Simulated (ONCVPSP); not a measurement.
# Which change was made? (V, ONCV)

```json
{
  "Element": "vanadium",
  "Generator": "ONCVPSP 4.0.1",
  "Type": "optimised norm-conserving Vanderbilt (ONCV)",
  "Functional": "PBEsol",
  "Relativity": "scalar-relativistic",
  "Frozen core": "[Ne] 3s2",
  "Valence charge": "11",
  "Reference configuration": "3p6 3d3 4s2",
  "Partial waves": "4s: rc 2.65 bohr, ncon 4, nbas 7, qcut 2 1/bohr, 2 projectors, debl 2.3 Ha; 3p: rc 1.15 bohr, ncon 4, nbas 8, qcut 15 1/bohr, 2 projectors, debl 0.4 Ha; 3d: rc 1.90 bohr, ncon 4, nbas 9, qcut 7.9 1/bohr, 3 projectors, debl 0.6 Ha",
  "Local potential": "polynomial inside 0.95 bohr (lpopt 5, dvloc0 0 Ha)",
  "Core correction": "none"
}
```

In the p channel the program set the typed energies aside and used -1.615, 0.250 Ha.

Cutoffs, loose and tight: the cutoffs (Ha) at which the residual kinetic energy of the hardest occupied pseudo-wave falls to 1 and 0.1 mHa per electron. They do not see the model core or the augmentation charge, which bear on the density cutoff. Test errors are all-electron minus pseudo excitation energies from the reference, over the configurations 3p6 3d3 4s1; 3p6 3d3 4s0; 3p6 3d2 4s0; 3p6 3d2 4s2; variants that change the core or the reference have their own tests.

The base gives: outcome: generated, projector energies reset by the program; cutoff, loose: 48 Ha; cutoff, tight: 63 Ha; bound ghosts: s; GHOST(+) flags above zero: none; largest test error (meV): +161.

Task: After one change the result is: outcome: failed: optimize: ERROR ps0norm > uunorm, code will stop. Which change was it?
A. s: rc 3.86
B. s: rc 2
C. s: rc 2.98

Result: B. The others give: s: rc 3.86 → outcome: generated, projector energies reset by the program; cutoff, loose: 48 Ha; cutoff, tight: 63 Ha; bound ghosts: s; GHOST(+) flags above zero: none; largest test error (meV): -373 | s: rc 2.98 → outcome: generated, projector energies reset by the program; cutoff, loose: 48 Ha; cutoff, tight: 63 Ha; bound ghosts: s; GHOST(+) flags above zero: none; largest test error (meV): +91.
